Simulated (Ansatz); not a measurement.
Saddle point of GeSiH8S, closed shell (GeSiH₆ ([SiH3][GeH3]) + H₂S → GeH₄S ([SH][GeH3]) + SiH₄; bonds formed: Ge1–S7, Si2–H6; bonds broken: Ge1–Si2, H6–S7), PBE0-D4/def2-TZVP structure:

```
11
angstrom
Ge -1.0073 0.7868 -0.1984
Si 0.4065 -1.3871 0.5966
H -1.2498 1.2179 -1.6481
H -1.3057 1.7626 0.9391
H -1.9597 -0.4469 0.0062
H 0.7638 0.2891 0.1137
S 1.4050 1.8992 -0.3913
H -0.4090 -1.5735 1.8222
H -0.0740 -2.2577 -0.5053
H 1.8382 -1.6771 0.8840
H 1.5921 1.3867 -1.6184
```

Energies are electronic, without zero-point energy. Barriers and step energies count from the start structure reached by relaxing down the imaginary mode; all methods use the PBE0-D4 structures, on which another method's saddle can fall below an end. Program: Ansatz 0.2.0. Basis: def2-TZVPP, with def2-QZVPP for the basis limit. Cores are frozen in the correlated methods. Filled d shells of the heavier atoms are correlated. The def2 sets are not built for correlating such inner shells, so the correlated values are less sure here. B3LYP uses VWN-RPA correlation. Extrapolation: Hartree–Fock as exp(−7.88 √X), correlation as X^−2.97.

```
      method  barrier (kJ/mol)  step energy (kJ/mol)
       SPW92             179.0                 -13.1
      PBE-D4             199.6                 -17.4
     BLYP-D4             216.2                 -23.3
   r2SCAN-D4             218.5                 -22.2
      B97M-V             232.6                 -23.1
     PBE0-D4             224.4                 -19.8
    B3LYP-D4                 ?                 -24.3
  r2SCAN0-D4             235.7                 -23.2
    BHLYP-D4             263.6                 -27.6
CAM-B3LYP-D4             257.2                 -24.7
     wB97X-V                 ?                 -24.4
     wB97M-V             250.7                 -24.8
      B2PLYP             248.2                 -27.5
    PBE-QIDH             244.2                 -25.2
  RPA on PBE             251.5                 -25.1
          HF                 ?                 -38.0
         MP2             248.3                 -29.7
        CCSD             269.9                 -24.9
     CCSD(T)             254.3                 -24.5
```

(1) Fill in the withheld barriers. (To be estimated.)

The T1 diagnostic stays at or below 0.015. The start structure is not quite a true minimum (one mode of 25i cm⁻¹). The end structure is not quite a true minimum (one mode of 40i cm⁻¹).

## Answers

(1) The calculation gives: wB97X-V 259.4; HF 321.6; B3LYP-D4 236.2 kJ/mol. Each is the energy of the saddle less that of the start structure, by the same method.

For comparison, the barrier by CCSD(T) at an estimated basis limit (MP2 extrapolated from triple and quadruple zeta, plus CCSD(T) − MP2 in triple zeta) is 250.7 kJ/mol.

Labels in which every atom is bracketed show which atoms are joined, not bond orders.

For scale, one of the runs: CCSD(T)/def2-TZVPP, 244 basis functions, launched by `ansatz run in.yaml --threads 4 --pin off --events-out ev --progress --plain --max-ram 9574MiB`. The run took 2.4 min on 4 CPU threads of an Arm Neoverse V1 (shared host), with 4.4 GiB of host memory at its peak.
